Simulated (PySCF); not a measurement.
H8OSi3, SMILES [SiH3]O[SiH2][SiH3].

Geometry: TPSSh-D3(BJ)/def2-SVP. Other conformers were not sampled.

These are PySCF 2.14.0 with TPSSh-D3(BJ)/def2-SVP values and carry that method's errors.

Frequencies are harmonic and unscaled.

```
mode  ν (cm⁻¹)  IR (km/mol)  moving atoms (share of kinetic energy)
----  --------  -----------  --------------------------------------
1           21          1.1                 O 47 %, H 34 %, Si 19 %
2           56          0.2                         H 69 %, Si 27 %
3           69          0.6                 Si 43 %, H 40 %, O 17 %
4          121          0.1                                  H 93 %
5          173          6.7                 O 45 %, Si 33 %, H 23 %
6          355         21.0                                  H 96 %
7          409          3.4                         Si 76 %, H 21 %
8          520         22.2                         H 69 %, Si 27 %
9          596          1.6                 Si 69 %, H 19 %, O 12 %
10         619          1.5                         H 75 %, Si 23 %
11         729         36.8                          H 86 %, Si 9 %
12         736         28.6                         H 83 %, Si 10 %
13         752         29.4                                  H 92 %
14         836        609.5                         H 85 %, Si 12 %
15         912         64.1                         H 86 %, Si 12 %
16         947         35.5                                  H 98 %
17         949         19.5                                  H 96 %
18         962         81.0                                  H 96 %
19         964        250.2                                  H 95 %
20         969        146.5                                  H 95 %
21        1013        242.2                         H 85 %, Si 13 %
22        1097        301.8                 O 74 %, Si 15 %, H 11 %
23        2233         83.2                                  H 98 %
24        2239         35.3                                  H 97 %
25        2241         83.6                                  H 96 %
26        2246         57.6                                  H 96 %
27        2248        157.0                                  H 96 %
28        2255        184.4                                  H 96 %
29        2264        139.9                                  H 97 %
30        2279        132.5                                  H 97 %
```
